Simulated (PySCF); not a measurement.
**W: excitation energy**

W [Xe] 4f14 5d4 6s2 (5D) → W [Xe] 4f14 5d5 6s1 (7S), as a difference of total energies. Calculation: PySCF 2.14, in def2-TZVPPD with the def2 core potential (60 electrons); a scalar-relativistic core potential. Correlated levels: valence: 5s2 5p6 frozen. The calculations carry no spin-orbit coupling.

```csv
method,excitation energy (eV)
UHF,-1.135
MP2 (valence),-0.597
SCS-MP2 (valence),0.138
CCSD (valence),-0.482
CCSD(T) (valence),-0.388
```

Question: How much does correlation contribute at CCSD(T) (valence)?

Answer: -0.388 − (-1.135) = 0.747 eV, measured against UHF.

Errors of the correlated levels include the incompleteness of this basis and the frozen core.

For comparison: -0.187 eV (measured; NIST levels, between the centres of gravity of the two terms).
